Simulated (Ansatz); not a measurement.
Correlation energies of AlClH7NSi2 (`[NH2][AlH][SiH]([SiH3])Cl`) by basis set

Z-matrix (Å, degrees):
```
Si
Al 1 2.455
Cl 1 2.092 2 107.1
Si 1 2.340 2 113.3 3 -118.1
H 1 1.491 2 114.4 3 117.2
N 2 1.766 1 115.3 3 106.3
H 2 1.583 1 126.0 3 -72.3
H 4 1.489 1 109.5 2 50.0
H 4 1.487 1 112.3 2 171.0
H 4 1.490 1 108.9 2 -68.0
H 6 1.008 2 125.0 1 -177.8
H 6 1.008 2 124.9 1 -0.1
```

Total charge 0; spin multiplicity 1. Geometry: relaxed with PBE0-D4/def2-TZVP. It is one conformer, not always the lowest. Frozen core, restricted reference, Ansatz 0.2.0. CBS rows extrapolate triple and quadruple zeta; past MP2 they add the triple-zeta difference.

| basis | HF (Eh) | MP2 corr. |
| --- | --- | --- |
| def2-TZVPP | -1337.95967 | -0.72950 |
| def2-QZVPP | -1338.00021 | -0.78974 |

Question: Estimate the CCSD correlation energy and the (T) correction in each basis where they were run (hartree).

Answer: 
```
     basis  CCSD corr.       (T)
def2-TZVPP    -0.80179  -0.03134
 CBS(def2)    -0.90665     as TZ
```
